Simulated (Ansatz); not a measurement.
A nudged elastic band was laid between two geometries of CH$_{6}$AsO (9 atoms, charge 1, multiplicity 1).

The calculation used Ansatz, RKS PBE-D4/def2-SVP.

```yaml
movable_images: 7
climbing_image: yes
spring: 5.0 eV/Å²
optimiser: quadratic models (default)
start_path: IDPP
force_threshold: 0.05 eV/Å
iteration_limit: 60
end_points: relaxed
```

Image 0:

```xyz
9
Properties=species:S:1:pos:R:3
C -0.440 0.893 -0.784
O 0.544 0.022 -0.113
As 0.012 -0.922 1.592
H 0.015 1.208 -1.741
H -1.328 0.265 -0.979
H -0.692 1.761 -0.145
H 1.408 0.485 -0.020
H -0.796 -1.918 0.737
H 1.277 -1.794 1.453
```

Image 8:

```xyz
9
Properties=species:S:1:pos:R:3
C -0.539 0.382 -1.051
O 0.514 -0.227 -0.216
As 0.542 0.155 1.769
H -0.472 1.486 -1.020
H -0.394 -0.006 -2.076
H -1.501 0.022 -0.645
H 1.399 -0.078 -0.620
H -0.824 -0.548 1.880
H 1.274 -1.186 1.979
```

(1) What changes between the two ends?

(2) Give the energies along the band, and the barrier.

(3) What is the geometry of the highest image?

(4) What are the harmonic wavenumbers there?

## Answers

(1) No bond is made or broken. The dihedral H4–C1–O2–As3 goes from -174 to 62°.

(2) The run converged. The highest image is number 4 of 0 to 8, 1.3 kcal/mol above the ends, which have the same energy within 2 meV. A vibrational analysis at the climbing image gives one clearly imaginary mode, 164i cm⁻¹: a first-order saddle point.

| image | path coordinate (Å) | energy (kcal/mol) | dihedral H4–C1–O2–As3 (°) |
| --- | --- | --- | --- |
| 0 | 0.00 | 0.0 | -174 |
| 1 | 0.43 | 0.1 | 173 |
| 2 | 0.85 | 0.5 | 158 |
| 3 | 1.28 | 1.0 | 141 |
| 4 | 1.70 | 1.3 | 125 |
| 5 | 2.14 | 1.0 | 108 |
| 6 | 2.58 | 0.5 | 90 |
| 7 | 3.02 | 0.1 | 74 |
| 8 | 3.45 | 0.0 | 62 |

(3) 
```xyz
9
Properties=species:S:1:pos:R:3
C -0.498 0.619 -0.985
O 0.514 -0.112 -0.188
As 0.339 -0.271 1.808
H 0.014 1.395 -1.580
H -1.000 -0.124 -1.632
H -1.216 1.089 -0.288
H 1.426 0.084 -0.492
H -0.873 -1.199 1.591
H 1.294 -1.481 1.765
```

(4) 164i, 30, 189, 339, 464, 712, 735, 918, 959, 1095, 1123, 1290, 1399, 1408, 1420, 2143, 2163, 3009, 3134, 3142, 3644 cm⁻¹.

The run took 120 s on 1 thread of Arm Neoverse V1 (shared host), peak memory 0.12 GiB.
